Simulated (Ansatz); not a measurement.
CH4F2GeO can be A, `C[O][GeH]([F])[F]`, or B, `FC(F)[O][GeH3]`.

Computed with Ansatz on PBE0-D4/def2-TZVP structures; ΔE is electronic, products minus reactants. CCSD(T)/CBS is the MP2 limit (def2-TZVPP, def2-QZVPP) plus CCSD(T) − MP2 in def2-TZVPP, frozen cores. Functionals use def2-TZVPP. B3LYP here is the variant with VWN-RPA as its local correlation; programs differ in this. For Ge outer-core shells are correlated without core-valence functions, which leaves a few kJ/mol of doubt a bond. Scalar relativity is left out up to krypton. One conformer a species, not always the lowest.

A:

Z-matrix (Å, degrees):
```
C
O 1 1.421
H 1 1.094 2 111.4
H 1 1.091 2 107.2 3 -118.9
H 1 1.094 2 111.4 3 122.1
Ge 2 1.737 1 120.9 3 -61.0
F 6 1.722 2 109.2 1 -56.1
F 6 1.722 2 109.2 1 56.4
H 6 1.517 2 111.7 1 -179.8
```

B:

```xyz
9

F    -1.0319    1.3279   -1.1163
C    -0.5679    0.0546   -1.2472
F    -1.5392   -0.7393   -0.7063
O     0.5987   -0.1108   -0.6279
Ge    0.7124   -0.0904    1.1859
H    -0.4863   -0.1747   -2.3127
H     2.1962    0.2079    1.4022
H     0.3206   -1.4827    1.6891
H    -0.2026    1.0076    1.7334
```

(1) Which is lower in electronic energy at CCSD(T)/CBS, and by how much? (An estimate is asked.)

(2) Give E(B) − E(A) in kJ/mol with PBE0-D4, PBE-D4, B3LYP-D4, CCSD/def2-TZVPP, r2SCAN-D4, LDA (SPW92), CCSD(T)/def2-TZVPP. (An estimate is asked.)

(3) Does the order hold for the free energy at 298.15 K (harmonic terms from PBE0-D4)? (Best estimate.)

Largest T1 diagnostic: 0.012.

## Answers

(1) Computed: A, by 209.7 kJ/mol.

(2) The calculation gave: PBE0-D4 187.7, PBE-D4 185.5, B3LYP-D4 198.8, CCSD/def2-TZVPP 205.9, r2SCAN-D4 194.8, LDA (SPW92) 160.8, CCSD(T)/def2-TZVPP 205.0. None reverses the order clearly.

(3) Computed: Yes: G(B) − G(A) = +199.8 kJ/mol, for one conformer each. Modes under 60 cm⁻¹, often nearly free rotors, make the harmonic entropy too high.

Leaving LDA and LC-ωPBE aside and taking each functional with its dispersion term where it has one, the values, not all of them listed here, spread over 22.8 kJ/mol, from PBE-D4 to B2PLYP. LDA lies −24.6 kJ/mol from PBE without D4. At CCSD(T), def2-SVP lies −30.9 kJ/mol from the extrapolated value and def2-TZVPP −4.7 kJ/mol.
